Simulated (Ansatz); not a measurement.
Spectroscopic constants of P2-, multiplicity 2 (lowest of 2S+1 = 2, 4 at CCSD(T)/def2-TZVPP on PBE0 minima; our sources give no spin for the ground state, which may be another). The T1 diagnostic near the minimum is 0.075, so single-reference values are doubtful.

Constants: fifth-degree fit in 1/R to seven points, most abundant isotopes. Runs in def2 and cc sets follow the lowest solution found near the PBE0 minimum.

Frozen-core correlation.

The values were computed with Ansatz (a first-principles code) with Gaussian orbitals. Values without a source in brackets are computed.

### Question
What bond length and harmonic frequency does BHLYP/def2-TZVPP give?

### Answer
r_e = 1.958 Å, ω_e = 723 cm⁻¹.

### Question
What bond length and harmonic frequency does CAM-B3LYP/def2-TZVPP give?

### Answer
r_e = 1.959 Å, ω_e = 717 cm⁻¹.

### Question
What bond length and harmonic frequency does CCSD(T)/def2-TZVPP give?

### Answer
r_e = 1.995 Å, ω_e = 661 cm⁻¹.
